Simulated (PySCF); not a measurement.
**MF for M along group 14**

r²SCAN with double-zeta basis sets in PySCF, for the lowest determinant that a PBE0 search found; no spin–orbit coupling. De refers to high-spin ground-configuration atoms. A positive dipole means M(−)F(+).

```csv
M,basis,state (unpaired electrons),Re (Å),ωe (cm⁻¹),De (eV),μ (D)
C,def2-SVPD,doublet (π ↑),1.280,1298,5.83,0.82
Ge,def2-SVP,doublet (π ↑),1.759,683,5.27,-1.65
Sn,x2c-SVPall,doublet (π ↑),1.962,608,4.80,-2.46
Pb,def2-SVP,doublet (π ↑),2.069,545,4.46,-3.30
```

The shortest bond is that of CF (1.280 Å), the longest that of PbF (2.069 Å).

The rows differ in basis set, which adds steps of its own.

Down a group the atoms grow and get heavier, so bonds lengthen and wavenumbers fall; this series shows no clear exception.

Spin–orbit coupling is left out, which matters for elements this heavy, above all for dissociation energies. States were picked by a PBE0 search and need not be the measured ground states.
